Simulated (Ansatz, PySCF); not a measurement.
Reaction (SMILES): [SiH3][SiH3] → 2 [SiH3] (SiH3) (the Si-Si bond at the site shown breaks; other sites are not compared here)
Structures are relaxed separately at B3LYP-D3(BJ)/def2-TZVP in Ansatz (a quantum-chemistry and plane-wave program).

Quantity: bond dissociation energy (0 K, with B3LYP-D3(BJ) harmonic zero-point energies from PySCF), in kcal/mol. Valence correlation only, unless marked. UHF or UKS for open shells. No spin-orbit coupling. No relativistic terms. CBS marks a two-point X^-3 extrapolation of the correlation energy; Hartree-Fock from the larger set. The bracket is a focal-point correction in the basis named.

```csv
level,program,bond dissociation energy (kcal/mol)
HF-D4/def2-TZVPD,PySCF + dftd4,56.5
```

Question: Predict the RI-MP2/CBS(def2-TZVPPD,def2-QZVPPD)+[CCSD(T)-MP2]/def2-TZVPPD result (Ansatz).

Answer: 75.7 kcal/mol
